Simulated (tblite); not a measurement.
C₃H₁₂N₂OSi.
Numbering: `[CH3:1][CH2:2][O:3][CH2:4][SiH:5]([NH2:6])[NH2:7]` (hydrogens: H8, H9, H10 on C1; H11, H12 on C2; H13, H14 on C4; H15 on Si5; H16, H17 on N6; H18, H19 on N7)

Structure used (GFN2-xTB), in Å, numbered top down from 1:
```xyz
19
C3H12N2OSi angstrom
C      3.0029   -0.1762   -0.0235
C      1.8466   -1.1713    0.0665
O      0.6268   -0.6974   -0.4499
C      0.0213    0.3456    0.2988
Si    -1.7576    0.5396   -0.3772
N     -2.5223   -0.9426    0.0557
N     -2.7510    1.7514    0.3495
H      2.8448    0.6649    0.6474
H      3.9292   -0.6716    0.2552
H      3.0912    0.1975   -1.0407
H      2.0759   -2.0576   -0.5329
H      1.7127   -1.4827    1.1159
H      0.5982    1.2736    0.1976
H      0.0234    0.0818    1.3654
H     -1.6824    0.9162   -1.7937
H     -1.9925   -1.7834   -0.1102
H     -3.4817   -1.0810   -0.2183
H     -3.1050    1.5847    1.2772
H     -2.4904    2.7177    0.2496
```

Computed values, GFN2-xTB/tblite, gas phase, harmonic and unscaled. Against measured fundamentals such values can be off by several per cent, at times by over 20. Modes of hydrogen on silicon can be 10 to 20 % off. One conformer, not necessarily the lowest.

Harmonic wavenumbers (cm⁻¹): 30.4, 45.6, 92.4, 123.4, 158.4, 195.3, 210.4, 243.7, 254.9, 278.8, 326.3, 462.1, 506.6, 586.2, 635.6, 683.3, 737.7, 789.5, 806.6, 817.4, 828.9, 896.7, 912.5, 936.6, 1016.7, 1073.3, 1118.9, 1158.1, 1208.0, 1265.6, 1313.9, 1344.2, 1396.3, 1466.5, 1486.7, 1495.9, 1500.2, 1510.7, 1519.7, 2202.6, 2838.8, 2856.7, 2891.4, 2953.1, 3036.0, 3041.5, 3043.1, 3473.5, 3483.5, 3510.1, 3522.8.

A = 4888, B = 938.5, C = 836.3 MHz; mass 120.072 u (most abundant isotopes); point group C1, symmetry number 1.

Q: Zero-point energy?

A: ½Σν̃ = 34144 cm⁻¹ = 408.45 kJ/mol.

Q: Entropy at 500 K, 1 bar (ideal gas, RRHO, classical rotation)?

A: Translation 179.32, rotation 127.02, vibration 235.44: S = 541.8 J/(mol K).

Q: And Cp and H(500 K) − H(0)?

A: Cp = 241.54 J/(mol K), of which vibrations give 208.28 (their classical limit is 51 R = 424.0); H(500 K) − H(0) = 73.85 kJ/mol without the zero-point energy, 57.22 from vibrations.

Q: How do the functions run with temperature in this model?

A: 
| T (K) | S (J/(mol K)) | Cp (J/(mol K)) | H − H(0) (kJ/mol) | G − H(0) (kJ/mol) | ln q(vib) |
| --- | --- | --- | --- | --- | --- |
| 100 | 301.4 | 88.7 | 6.05 | -24.09 | 2.57 |
| 200 | 376.2 | 130.7 | 17.08 | -58.16 | 5.80 |
| 300 | 436.9 | 171.3 | 32.18 | -98.89 | 8.84 |
| 800 | 671.4 | 309.5 | 157.37 | -379.74 | 22.37 |
| 1000 | 743.9 | 339.9 | 222.45 | -521.42 | 27.10 |

q(vib) and H(0) count from the zero-point level.

Q: Blend soft modes into free rotors: weight 1/[1 + (100 cm⁻¹/ν̃)⁴] for the oscillator and the rest for a rotor with moment μB/(μ + B), μ = h/(8π²ν), B = 10⁻⁴⁴ kg m². What vibrational entropy results?

A: 213.86 J/(mol K) in place of 235.44, which changes −T·S at 500 K by +10.79 kJ/mol.

Q: Which modes carry the vibrational entropy at 500 K?

A: 30.4 cm⁻¹: 28.57; 45.6 cm⁻¹: 25.21; 92.4 cm⁻¹: 19.35; 123.4 cm⁻¹: 16.97; 158.4 cm⁻¹: 14.92; 195.3 cm⁻¹: 13.21 J/(mol K); the other 45 give 117.21 together.

Q: What must be added to the electronic energy to get the Gibbs energy at 500 K and 1 bar?

A: ZPE + [H(500 K) − H(0)] − T·S = 408.45 + 73.85 − 270.89 = 211.41 kJ/mol.

Hindered rotation and anharmonicity are outside this model. Other conformers, if any are populated, would add a mixing term that is left out. The structure is chiral; the term R ln 2 for an equal mix with its mirror image is left out.

Hardware: an Arm Neoverse V2 with one thread, no GPU, shared host. Cost: 0.54 s wall. This covers the Hessian and the dipole derivatives.
